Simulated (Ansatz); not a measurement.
C10H16, SMILES `C1C2CC3CC1CC(C2)C3`, charge 0, multiplicity 1.

(1) Give a relaxed structure at PBE0-D4/def2-TZVP (Ansatz). (Estimate.)

Results:

(1) Ansatz gave: 
Z-matrix (Å, degrees):
```
C
C 1 1.529
C 1 1.529 2 109.7
H 1 1.096 2 110.0 3 121.2
H 1 1.096 2 110.0 3 -121.2
C 2 1.529 1 109.3 3 59.9
C 2 1.529 1 109.3 3 -59.8
H 2 1.095 1 109.6 3 -180.0
C 3 1.529 1 109.3 2 -59.9
C 3 1.529 1 109.3 2 59.8
H 3 1.095 1 109.6 2 180.0
C 6 1.529 2 109.7 1 -59.8
H 6 1.096 2 110.0 1 61.3
H 6 1.096 2 110.0 1 179.0
C 7 1.529 2 109.7 1 59.8
H 7 1.096 2 110.0 1 -61.3
H 7 1.096 2 110.0 1 -179.0
H 9 1.096 3 110.0 1 -179.0
H 9 1.096 3 110.0 1 -61.3
H 10 1.096 3 110.0 1 61.3
H 10 1.096 3 110.0 1 179.0
C 12 1.529 6 109.3 2 -59.9
H 12 1.095 6 109.6 2 180.0
H 15 1.095 7 109.6 2 180.0
H 22 1.096 12 110.0 6 -61.3
H 22 1.096 12 110.0 6 -179.0
```
Point group Td.
This is one stationary point; other conformers may exist.
